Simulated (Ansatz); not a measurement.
Reaction (isomerisation): `C[SiH2][SiH2]F` → `FC[SiH2][SiH3]`

Gas-phase electronic energies from Ansatz, PBE0-D4/def2-TZVP geometries. CBS: MP2 limit from def2 TZ/QZ plus the TZ coupled-cluster correction, frozen cores. Each species was taken in one conformer, which may not be the lowest.

`C[SiH2][SiH2]F`:

```xyz
11

C    -1.550   -0.106    0.792
Si    0.315   -0.300    0.756
Si    1.215    0.353   -1.307
F     0.548   -0.517   -2.486
H    -2.014   -0.717    0.015
H    -1.952   -0.417    1.758
H    -1.835    0.935    0.622
H     0.702   -1.713    1.027
H     0.957    0.553    1.798
H     0.928    1.784   -1.602
H     2.686    0.145   -1.372
```

`FC[SiH2][SiH3]`:

Z-matrix (Å, degrees):
```
C
Si 1 1.902
F 1 1.391 2 110.2
H 1 1.095 2 110.9 3 -119.8
H 1 1.095 2 111.5 3 120.0
Si 2 2.339 1 110.4 3 53.7
H 2 1.491 1 107.0 3 174.2
H 2 1.488 1 109.6 3 -68.4
H 6 1.486 2 110.7 1 -65.6
H 6 1.488 2 110.0 1 174.1
H 6 1.488 2 109.7 1 54.7
```

```tsv
species	SCS-MP2/def2-TZVPP energy (Eh)
`C[SiH2][SiH2]F`	-720.08910
`FC[SiH2][SiH3]`	-719.99815
```

Problem. Work out ΔE.

Solution. ΔE = (-719.99815) − (-720.08910) = 0.09095 Eh = +57.1 kcal/mol. CCSD(T)/CBS gives +56.6 kcal/mol.

Largest T1 diagnostic among the species: 0.012.

From PBE to PBE0 (25 % exact exchange), in def2-TZVPP and without D4, ΔE moves by +1.7 kcal/mol.
